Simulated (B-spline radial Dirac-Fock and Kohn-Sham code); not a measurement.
# Two-hole binding energies of Cd

System: the Cd atom, configuration [Kr] 4d9 5s2 5p1 (an excited configuration).

The computed values come from a B-spline atomic structure program: Dirac-Fock (average of configuration) total-energy differences with a finite nucleus, the Breit interaction including its frequency dependence, and self-energy and vacuum-polarisation corrections. U is the two-hole binding energy less the two single-hole energies, the effective repulsion of the holes after relaxation. Each two-hole energy is an average over J within one jj subconfiguration.

| holes | E(a) (eV) | E(b) (eV) | E(ab) (eV) | U (eV) |
| --- | --- | --- | --- | --- |
| 1s⁻¹ 2p1/2⁻¹ | 26725.6 | 3743.7 | 30679.0 | 209.7 |
| 1s⁻¹ 3p3/2⁻¹ | 26725.6 | 634.8 | 27416.6 | 56.2 |
| 2s⁻² | 4040.2 | 4040.2 | 8200.6 | 120.1 |
| 2s⁻¹ 2p1/2⁻¹ | 4040.2 | 3743.7 | 7895.6 | 111.7 |
| 2s⁻¹ 2p3/2⁻¹ | 4040.2 | 3553.9 | 7703.0 | 108.8 |
| 2p1/2⁻¹ 2p3/2⁻¹ | 3743.7 | 3553.9 | 7432.1 | 134.5 |
| 2s⁻¹ 3p3/2⁻¹ | 4040.2 | 634.8 | 4723.1 | 48.1 |
| 2p1/2⁻¹ 3s⁻¹ | 3743.7 | 788.7 | 4580.7 | 48.4 |
| 2s⁻¹ 3d3/2⁻¹ | 4040.2 | 425.9 | 4518.2 | 52.0 |
| 2p3/2⁻¹ 3s⁻¹ | 3553.9 | 788.7 | 4390.7 | 48.1 |
| 2p3/2⁻¹ 3p1/2⁻¹ | 3553.9 | 669.5 | 4274.6 | 51.1 |
| 3p1/2⁻² | 669.5 | 669.5 | ? | ? |
| 3p3/2⁻² | 634.8 | 634.8 | 1306.7 | 37.1 |
| 3d3/2⁻² | 425.9 | 425.9 | 892.6 | 40.7 |

Question: Give the missing two-hole energy and U.

Answer: E(ab) = 1379.8 eV and U = 40.7 eV.
